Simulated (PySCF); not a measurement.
Ligands exchanged one at a time, In F-H. All species are isolated molecules in the gas phase. Strings in code marks are SMILES.

The four lowest singlet excitations (Tamm–Dancoff). All values below come from CAM-B3LYP-D3(BJ)/def2-TZVP run with PySCF. Excitations are Tamm–Dancoff values on a coarser integration grid. The basis has no diffuse functions, so Rydberg states are missing or too high.

```tsv
state	energy (eV)	wavelength (nm)	oscillator strength
S1	6.40	194	0.000
S2	6.40	194	0.000
S3	6.40	194	0.064
S4	6.40	194	0.064
```

Task: Name which member gives these states.
A) `[F][In]([F])[F]`
B) `[F][InH][F]`
C) `[F][InH2]`

Result: A, `[F][In]([F])[F]`
